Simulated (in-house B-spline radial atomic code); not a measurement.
**Ionising Os⁴⁺ with different functionals**

Computed with an all-electron radial atomic-structure program (B-spline basis): four-component Dirac-Coulomb Hamiltonian, Fermi nucleus of rms radius 5.4126 fm, spin-restricted, spherical fractional occupations for the functionals. The ionisation energy is the difference of two self-consistent energies, [Xe] 4f14 5d4 → [Xe] 4f14 5d3, without Breit or QED terms; ε is the level of the shell that loses the electron (mean over j). The electron is taken from both j subshells in proportion to 2j + 1, so the result is a j average, not the step between ground levels.

Hybrids are left out here: with spherical fractional occupations of an open shell their exact exchange keeps a self-interaction that integer-occupation calculations don't have.

```tsv
method	rung	ΔSCF (eV)	-ε(5d) (eV)
LDA VWN5	LDA	55.43	48.45
relativistic LDA	LDA	55.44	48.46
LDA PW92	LDA	55.43	48.45
LDA exchange-only	LDA	?	?
PBE	GGA	55.09	48.12
PBEsol	GGA	?	?
BLYP	GGA	55.00	48.02
RPBE	GGA	55.00	48.03
PW91	GGA	55.18	48.21
BP86	GGA	55.20	48.23
AM05	GGA	55.13	48.15
OLYP	GGA	55.18	48.18
```

(1) What does PBEsol give?

(2) What does LDA exchange-only give?

(3) How do they compare with the NIST value?

Answers

(1) ΔSCF 55.12 eV, and -ε(5d) = 48.15 eV.

(2) ΔSCF 53.80 eV, and -ε(5d) = 46.85 eV.

(3) NIST lists 55 eV ± 1.9 (tabulated theory, ground level to ground level). Errors run from -1.20 to +0.44 eV; all lie within about twice that uncertainty, so the table can't rank the methods.
